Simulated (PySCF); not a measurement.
# A thermochemical cycle for PI

CCSD(T) in PySCF with x2c-SVPall on every atom, spin-free X2C, for the lowest determinant that a PBE0 search found; no spin–orbit coupling. PI, a triplet (π ↑↑), has De = 1.79 eV to neutral atoms, and PI⁺, a doublet (π ↑), has De = 3.36 eV to P + I⁺.

The adiabatic ionisation energy of PI, between the minima, is 8.50 eV.

Which ionisation energy of the I atom does this level give?

IE(I) = IE(molecule) + De(ion) − De(neutral) = 8.50 + 3.36 − 1.79 = 10.07 eV; the measured value is 10.451 eV (NIST ASD).

Correlated steps freeze 23 core orbitals. UHF and ROHF references stand side by side, which adds small steps between rows. Correlated levels converge slowly with the basis: in double zeta they bind strong bonds too weakly, by up to about 1 eV, and carry superposition errors of some tenths. These are scalar-relativistic numbers at best; spin–orbit coupling would shift them, the dissociation energy most. For an ion De counts to the pair picked by the measured ionisation energies or electron affinities, which need not be the lowest pair at this level. States were picked by a PBE0 search and need not be the measured ground states.
